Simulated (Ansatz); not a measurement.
Frontier orbitals of C2H6Cl2Si (`C[Si](C)(Cl)Cl`).

```xyz
11

C    -1.4163    0.1243    0.7391
Si    0.3810   -0.2032    0.4444
C     0.9472    0.1260   -1.2863
Cl    1.4816    0.9681    1.7299
Cl    0.7738   -2.1713    0.9011
H    -2.0277   -0.5061    0.0888
H    -1.6792   -0.0906    1.7763
H    -1.6493    1.1716    0.5321
H     0.3990   -0.5045   -1.9905
H     2.0127   -0.0876   -1.3873
H     0.7772    1.1733   -1.5476
```

Total charge 0; spin multiplicity 1. All single points use the PBE0-D4/def2-TZVP geometry. Basis def2-TZVPP, Ansatz 0.2.0.

Orbital energies of one run (eV). Highest occupied ones, from the top: -7.40, -7.66, -7.92, -8.10, -8.95, -9.28, -9.50, -10.22, -10.33, -10.69, -10.91, -12.54, -17.31, -17.82. Empty: -0.26, 0.08, 0.09, 0.77, 1.34, 1.50.

**Question.** Which functional gave them?
A. LDA (SPW92)
B. HSE06 (plane-wave form)
C. LC-ωPBE
D. BHLYP

**Answer.** A. HOMO energies: LDA (SPW92) -7.40, BHLYP -9.87, HSE06 -8.22, LC-ωPBE -11.38 eV.

LC-ωPBE has ω = 0.4 bohr⁻¹.
